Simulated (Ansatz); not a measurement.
Consider the redistribution: `C[Si]1([AlH2])BC1` + `[CH3][SnH]([OH])[Br]` → `C[Si]1(Br)BC1` + `[CH3][SnH]([OH])[AlH2]`.

Gas-phase electronic energies from Ansatz, PBE0-D4/def2-TZVP geometries. CCSD(T)/CBS adds triple-zeta CCSD(T) − MP2 to the extrapolated MP2 energy (def2 sets, frozen cores). DFT in def2-TZVPP. B3LYP here is the variant with VWN-RPA as its local correlation; programs differ in this. def2 core potentials past Kr. For Br, Sn outer-core shells are correlated without core-valence functions, which leaves a few kJ/mol of doubt a bond. Scalar relativity is left out up to krypton. One conformer a species, not always the lowest.

```csv
level,ΔE (kJ/mol),difference from CCSD(T)/CBS
PBE-D4,25.0,10.1
r2SCAN-D4,26.7,11.8
PBE0-D4,23.8,8.9
B3LYP-D4,15.0,0.1
ωB97X-V,18.3,3.4
ωB97M-V,15.8,0.9
B2PLYP,10.0,-4.9
PBE,22.3,7.4
r2SCAN,26.2,11.3
PBE0,21.7,6.8
B3LYP,10.6,-4.3
HF/def2-TZVPP,9.5,-5.4
MP2/def2-TZVPP,6.2,-8.7
SCS-MP2/def2-TZVPP,5.4,-9.5
CCSD/def2-TZVPP,11.3,-3.6
CCSD(T)/def2-TZVPP,12.9,-2.0
HF/def2-QZVPP,10.5,-4.4
MP2/def2-QZVPP,7.7,-7.2
SCS-MP2/def2-QZVPP,6.7,-8.2
HF/CBS(def2),10.6,-4.3
MP2/CBS(def2),8.2,-6.7
CCSD/CBS(def2),13.2,-1.7
CCSD(T)/CBS,14.9,0
```

Largest T1 diagnostic among the species: 0.015.

The D4 term adds +4.4 kJ/mol with B3LYP and +2.2 kJ/mol with PBE0; it sums over pairs of atoms, weighted by their polarisabilities, and B3LYP, whose exchange is more repulsive, gets the larger term.
